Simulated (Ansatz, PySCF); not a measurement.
This triplet lies 0.57 eV below the relaxed singlet at the level B3LYP/cc-pVTZ // B3LYP-D3(BJ)/def2-TZVP (Ansatz, a program for electronic structure); other levels give the other order.

Z-matrix (Å, degrees):
```
C
C 1 1.3731
C 1 1.3731 2 127.02
H 2 1.0833 1 122.38 3 180.00
H 3 1.0833 1 122.38 2 180.00
C 3 1.4040 5 121.13 1 -180.00
C 6 1.3731 3 116.49 5 -180.00
C 7 1.3731 6 127.02 3 0.00
H 8 1.0833 7 122.38 6 -180.00
H 6 1.0833 7 122.38 8 -180.00
```
Charge 0, spin multiplicity 3.

Predict the dipole moment, total energy and highest occupied spin orbital from PBE-D3(BJ)/def2-TZVP // B3LYP-D3(BJ)/def2-TZVP (PySCF).


```
Item                                Result
-----------------------------  -----------
dipole moment                    0.000 e·Å
total energy                   -6276.62 eV
highest occupied spin orbital     -5.27 eV
```
